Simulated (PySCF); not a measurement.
# Cr (chromium, neutral) across methods

[Ar] 3d4 4s1 5s1, high-spin 7D determinant (an excited configuration). Calculation: PySCF 2.14, in aug-cc-pVDZ (7s6p4d2f, 59 functions); no relativity, point nucleus.

| method | E (hartree) | mean ε 3d α (eV) | mean ε 4s α (eV) | mean ε 5s α (eV) | Σ⟨r²⟩ (bohr²) | ⟨S²⟩ |
| --- | --- | --- | --- | --- | --- | --- |
| r2SCAN | -1044.195 | -12.219 | -8.692 | -1.544 | 109.2 | 12.000 |
| UHF | -1043.18431 | -19.938 | -10.940 | -2.312 | 113.5 | 12.001 |
| PBE0 | -1044.019 | -13.907 | -9.136 | -1.844 | 109.1 | 12.000 |
| M06-2X | -1044.174 | -16.010 | -9.553 | -2.053 | 109.8 | 12.001 |
| wB97M-V | -1044.154 | -16.108 | -10.871 | -2.270 | 101.9 | 12.000 |
| LDA | -1041.942 | -11.769 | -8.634 | -1.589 | 104.8 | 12.000 |
| CAM-B3LYP | -1044.264 | -15.257 | -10.257 | -2.091 | 109.2 | 12.000 |
| PBE | -1043.977 | -11.690 | -8.415 | -1.601 | 107.5 | 12.000 |

The outer electron is Rydberg-like, and this basis confines it to a smaller radius and binds it less than a complete one would.
